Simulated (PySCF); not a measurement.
PySCF job for CH4Si, SMILES C=[SiH2] (connectivity only; charge and spin as stated), charge +1, multiplicity 2, B3LYP-D3(BJ)/def2-TZVP. Coordinates come from a B3LYP-D3(BJ)/def2-TZVP optimisation. The spin state was assumed, not searched.

```python
import numpy as np
from pyscf import gto, scf, dft, df
from pyscf.hessian import thermo

mol = gto.M(
    atom='''
    C     0.00000000   -0.00000000   -1.20909635
    Si   -0.00000000    0.00000000    0.58609175
    H    -0.00000000    0.92123329   -1.78379475
    H     0.00000000   -0.92123329   -1.78379475
    H    -0.00000000   -1.27505175    1.30844152
    H     0.00000000    1.27505175    1.30844151
    ''',
    basis='def2-TZVP',
    charge=1,
    spin=1,
    max_memory=1600,
    verbose=3,
)
mf = dft.UKS(mol, xc='b3lyp').density_fit(auxbasis='def2-universal-jkfit')
mf.disp = 'd3bj'
mf.grids.level = 3
mf.conv_tol = 1e-11
mf.max_cycle = 100
mf.kernel()
fine, coarse = mf.grids, dft.Grids(mol).set(level=1).build(with_non0tab=True)
for _ in range(3):  # follow internal instabilities
    mf.grids = coarse
    mo, _, stable, _ = mf.stability(return_status=True, nroots=4)
    mf.grids = fine
    if stable:
        break
    mf.kernel(mf.make_rdm1(mo, mf.mo_occ))

# [left out here: the lines that compute and print the analytic Hessian (its translational invariance restored by hand, since the grid's response is missing), thermochemistry and intensities]
```

Output:

```

WARN: HOMO -0.257891404104988 >= LUMO -0.257891404104992

converged SCF energy = -329.677606163951  <S^2> = 0.75241884  2S+1 = 2.0024174
<class 'pyscf.df.df_jk.DFUKS'> wavefunction is stable in the internal stability analysis

WARN: DFTD3 does not support analytical Hessian, using finite difference


WARN: Mole.unit (angstrom) is changed to Bohr

Mode                                 0                   1                   2
Irrep
Freq [cm^-1]                      348.8414            510.6788            642.4308
Reduced mass [au]                   1.0080              1.0370              1.1411
Force const [Dyne/A]                0.0723              0.1593              0.2775
Char temp [K]                     501.9052            734.7531            924.3148
Normal mode                   x     y     z       x     y     z       x     y     z
       0   C                -0.00 -0.00  0.00    0.00  0.00  0.00   -0.02  0.00 -0.00
       1  Si                -0.00  0.00 -0.00    0.00  0.03  0.00    0.06 -0.00  0.00
       2   H                -0.57 -0.00 -0.00    0.00 -0.22 -0.35   -0.09  0.00  0.00
       3   H                 0.57 -0.00  0.00   -0.00 -0.22  0.35   -0.09  0.00 -0.00
       4   H                -0.41 -0.00 -0.00   -0.00 -0.25 -0.50   -0.65 -0.00  0.00
       5   H                 0.41 -0.00  0.00   -0.00 -0.25  0.50   -0.65  0.00 -0.00
Mode                                 3                   4                   5
Irrep
Freq [cm^-1]                      807.6155            843.2335            858.9890
Reduced mass [au]                   1.2889              3.4630              1.3265
Force const [Dyne/A]                0.4953              1.4508              0.5767
Char temp [K]                    1161.9789           1213.2253           1235.8940
Normal mode                   x     y     z       x     y     z       x     y     z
       0   C                -0.14  0.00 -0.00   -0.00 -0.00  0.21   -0.00 -0.13 -0.00
       1  Si                 0.02 -0.00  0.00    0.00  0.00 -0.09    0.00  0.05  0.00
       2   H                 0.61 -0.00 -0.00    0.00  0.00  0.23    0.00  0.17  0.47
       3   H                 0.61 -0.00  0.00    0.00 -0.00  0.23    0.00  0.17 -0.47
       4   H                -0.03  0.00  0.00   -0.00 -0.08 -0.24    0.00 -0.12 -0.31
       5   H                -0.03 -0.00 -0.00   -0.00  0.08 -0.24   -0.00 -0.12  0.31
Mode                                 6                   7                   8
Irrep
Freq [cm^-1]                      950.9857           1404.9405           2305.1521
Reduced mass [au]                   1.1724              1.1288              1.0268
Force const [Dyne/A]                0.6247              1.3128              3.2146
Char temp [K]                    1368.2567           2021.3966           3316.6007
Normal mode                   x     y     z       x     y     z       x     y     z
       0   C                -0.00  0.00 -0.05    0.00 -0.00 -0.10   -0.00  0.00  0.00
       1  Si                -0.00 -0.00  0.07   -0.00  0.00  0.01   -0.00 -0.00 -0.03
       2   H                 0.00 -0.02 -0.08   -0.00  0.39  0.54    0.00 -0.00 -0.00
       3   H                 0.00  0.02 -0.08    0.00 -0.39  0.54   -0.00  0.00 -0.00
       4   H                 0.00 -0.35 -0.54    0.00 -0.03 -0.02    0.00 -0.61  0.34
       5   H                 0.00  0.35 -0.54    0.00  0.03 -0.02    0.00  0.61  0.34
Mode                                 9                  10                  11
Irrep
Freq [cm^-1]                     2356.8869           3126.0555           3227.4867
Reduced mass [au]                   1.0614              1.0530              1.1165
Force const [Dyne/A]                3.4740              6.0630              6.8525
Char temp [K]                    3391.0355           4497.6979           4643.6348
Normal mode                   x     y     z       x     y     z       x     y     z
       0   C                 0.00  0.00 -0.00    0.00 -0.00  0.06   -0.00  0.09  0.00
       1  Si                 0.00 -0.04  0.00   -0.00  0.00 -0.00   -0.00  0.00 -0.00
       2   H                -0.00 -0.00  0.00   -0.00  0.59 -0.36    0.00 -0.56  0.36
       3   H                -0.00 -0.00 -0.00   -0.00 -0.59 -0.36   -0.00 -0.56 -0.36
       4   H                -0.00  0.60 -0.34   -0.00  0.00 -0.00    0.00 -0.00  0.00
       5   H                -0.00  0.60  0.34    0.00 -0.00 -0.00   -0.00 -0.00 -0.00
temperature 298.1500 [K]
pressure 101325.00 [Pa]
Rotational constants [GHz] 101.30990 13.64017 12.02160
Symmetry number 2
Zero-point energy (ZPE) 0.03960 [Eh]   103975.203 [J/mol]
                           tot       elec      trans        rot        vib
Entropy [J/mol/K]       253.698      5.763    155.977     79.999     11.958
Cv [J/mol/K]             50.344      0.000     12.472     12.472     25.401
Cp [J/mol/K]             58.659      0.000     20.786     12.472     25.401
Internal energy [J/mol]                      3718.434   3718.434 106535.177
Internal energy [Eh]   -329.63420  -329.67761
Enthalpy [J/mol]                             6197.391   3718.434 106535.177
Enthalpy [Eh]          -329.63325
Gibbs free energy [J/mol]                  -40307.238 -20133.403 102969.855
Gibbs free energy [Eh] -329.66206
mode   freq/cm-1   IR/(km/mol)
   1      348.84         0.000
   2      510.68         4.702
   3      642.43        25.192
   4      807.62        42.870
   5      843.23         1.981
   6      858.99        50.345
   7      950.99        63.547
   8     1404.94        15.840
   9     2305.15         0.361
  10     2356.89         1.219
  11     3126.06        34.475
  12     3227.49        32.328
max |gradient| / (hartree/bohr): 2.9887046741751915e-05
APT charges: [-0.2291  1.1182  0.138   0.138  -0.0825 -0.0825]
```

Self-consistency was reached.

Cost: about 50 core-seconds (a rough figure).
